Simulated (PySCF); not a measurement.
BeO, SMILES [Be]=[O].

Geometry optimised at B3LYP-D3(BJ)/def2-TZVPD.

All values below come from TDDFT-M06-2X/def2-TZVPD run with PySCF 2.14.0.

Vertical excitations; the highest root listed may be one member of a degenerate set. Gas-phase values at a fixed geometry. State labels are in the subgroup C2v.

Computed UV-visible absorptions:
| state | symmetry | energy (eV) | λ (nm) | f | main pairs |
|---|---|---|---|---|---|
| S1 | B1 | 1.71 | 723 | 0.012 | HOMO−1→LUMO (degenerate set) |
| S2 | B2 | 1.71 | 723 | 0.012 | HOMO→LUMO (degenerate set) |
| S3 | A1 | 3.22 | 386 | 0.017 | HOMO−2→LUMO 96 % |
| S4 | A2 | 5.41 | 229 | 0.000 | HOMO→LUMO+1 35 %, HOMO−1→LUMO+2 35 %, HOMO→LUMO+5 12 %, HOMO−1→LUMO+6 12 % |
| S5 | A2 | 5.77 | 215 | 0.000 | HOMO−1→LUMO+2, HOMO→LUMO+1, HOMO−1→LUMO+6, HOMO→LUMO+5 (degenerate set) |
| S6 | A1 | 5.77 | 215 | 0.000 | HOMO→LUMO+2, HOMO−1→LUMO+1, HOMO→LUMO+6, HOMO−1→LUMO+5 (degenerate set) |
| S7 | B1 | 6.94 | 179 | 0.032 | HOMO−2→LUMO+1, HOMO−2→LUMO+5 (degenerate set) |
| S8 | B2 | 6.94 | 179 | 0.032 | HOMO−2→LUMO+2, HOMO−2→LUMO+6 (degenerate set) |
| S9 | B2 | 7.26 | 171 | 0.005 | HOMO→LUMO+3 (degenerate set) |
| S10 | B1 | 7.26 | 171 | 0.005 | HOMO−1→LUMO+3 (degenerate set) |
| T1 | B1 | 1.50 | 828 | 0 | HOMO−1→LUMO (degenerate set) |
| T2 | B2 | 1.50 | 828 | 0 | HOMO→LUMO (degenerate set) |
| T3 | A1 | 2.94 | 422 | 0 | HOMO−2→LUMO 93 % |
| T4 | A1 | 5.08 | 244 | 0 | HOMO→LUMO+2 30 %, HOMO−1→LUMO+1 30 %, HOMO→LUMO+6 14 %, HOMO−1→LUMO+5 14 % |
Triplets are in the Tamm–Dancoff approximation, which puts them higher than full response would, so one can lie above its singlet here.
